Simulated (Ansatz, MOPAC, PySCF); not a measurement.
System: fluoroethane, C2H5F (charge 0, singlet). SMILES: CCF
Structure (B3LYP-D3(BJ)/def2-TZVP (Ansatz, an electronic-structure program) minimum search):
```
C
H 1 1.0924
H 1 1.0924 2 108.97
F 1 1.3997 2 107.10 3 115.53
C 1 1.5091 2 111.78 3 -124.04
H 5 1.0906 1 110.73 2 -58.47
H 5 1.0906 6 108.67 1 121.82
H 5 1.0924 6 108.40 7 117.62
```
Charge 0, spin multiplicity 1.

Property: enthalpy of formation at 298 K, in kcal/mol. Set-up: UHF or UKS for open shells; no dispersion term unless named; non-relativistic; 6-311+G** with 5d; six Cartesian d functions in 6-31G* and its kin unless marked 5d; frozen cores in correlated levels; spin-orbit terms left out. CBS marks a two-point X^-3 extrapolation of the correlation energy; Hartree-Fock from the larger set (for Q and 5 zeta extrapolated as (X+1)exp(-9√X)). First-principles rows: single points at B3LYP-D3(BJ) geometries (Ansatz), with unscaled harmonic terms from B3LYP/6-31G* (Ansatz) at its own minima, enthalpies of formation by atomisation with measured atoms. Semi-empirical rows: MOPAC heats of formation at their own minima for 298 K.

Measured values: Active Thermochemical Tables 1.112 (ions: stationary electron), as tabulated in the package chemicals; they hold spin-orbit and core effects, anharmonicity. 

Value to compare with, the measured value: -65.1 kcal/mol.

```
level                                program  enthalpy of formation at 298 K (kcal/mol)  error
----------------------------  --------------  -----------------------------------------  -----
PM3                                    MOPAC                                      -60.3    4.8
MNDO                                   MOPAC                                      -65.1    0.0
HF/6-311+G**                          Ansatz                                      119.0  184.1
BP86/6-31G* (5d)                       PySCF                                      -86.8  -21.7
B3LYP/6-31+G*                         Ansatz                                      -58.5    6.6
B3LYP/def2-SVP                        Ansatz                                      -65.4   -0.3
B3LYP/def2-TZVPD                      Ansatz                                      -61.5    3.6
B3LYP-D3(BJ)/def2-TZVPD       Ansatz + dftd3                                      -65.1    0.0
PBE0/def2-TZVPD                       Ansatz                                      -64.1    1.0
CCSD(T)/CBS(cc-pVQZ,cc-pV5Z)          Ansatz                                      -63.4    1.7
```

Among the 6 habitual levels, HF/6-311+G** lies farthest from the measured value (184.1 kcal/mol); 3 of 6 lie above it, and their mean absolute error is 36.2 kcal/mol, the median 5.7. One case shows no general order.

The levels are drawn from those run, B3LYP/6-31G* more often than the rest, none by its result; left out are runs that failed, that the program found above a lower state of the same kind, or whose <S^2> lies over 0.5 above the pure value.
